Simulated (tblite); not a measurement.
C8H9O (doublet state).
Geometry (GFN2-xTB, Å), atoms numbered from 1 in this order:
```xyz
18
C8H9O angstrom
C      3.1362   -0.2418   -0.3202
C      1.7785   -0.1008   -0.1349
C      1.0516    0.9618   -0.7443
C     -0.2972    1.0987   -0.5537
C     -1.0057    0.2001    0.2506
C     -2.4959    0.3337    0.4042
O     -3.1923   -0.1158   -0.7442
C     -0.3140   -0.8559    0.8506
C      1.0363   -1.0083    0.6727
H      3.6881    0.4506   -0.9297
H      3.6836   -1.0453    0.1385
H      1.5913    1.6631   -1.3635
H     -0.8351    1.9067   -1.0281
H     -2.8363   -0.2182    1.2928
H     -2.7793    1.3837    0.5144
H     -2.9227   -1.0220   -0.9311
H     -0.8568   -1.5577    1.4699
H      1.5607   -1.8263    1.1444
```

All values are computed: GFN2-xTB (tblite) harmonic vibrations without scaling, gas phase. Against measured fundamentals such values can be off by several per cent, at times by over 20. One conformer, not necessarily the lowest. Open shells enter through the occupations alone, without spin polarisation, and single modes of such species can be off by tens of per cent. The optimisation stopped once no atom felt more than 0.01 eV/Å.

Lowest wavenumbers of the output (negative numbers stand for imaginary wavenumbers):
```
mode    cm-1
  1     -30.7
  2      88.1
  3     193.7
  4     271.1
  5     341.3
  6     348.7
  7     354.5
  8     396.8
  9     446.5
 10     525.2
```

Is this structure a minimum?

Not by this Hessian. 1 mode is imaginary beyond 20i (31i cm⁻¹), so at this level the point lies at or near a first-order saddle. The curvature is small, so loose convergence or finite differences may be the whole cause.

Which atoms move in the imaginary mode?

31i: O7 (oxygen bonded to C and H) 38 %. These are shares of the mass-weighted motion.

What is the remedy?

Step along that mode in both directions, optimise again with tighter thresholds and repeat the frequencies. The zero-point energy of this point (89.7 kcal/mol) counts the 47 real modes alone, and thermal corrections from it aren't those of a minimum.
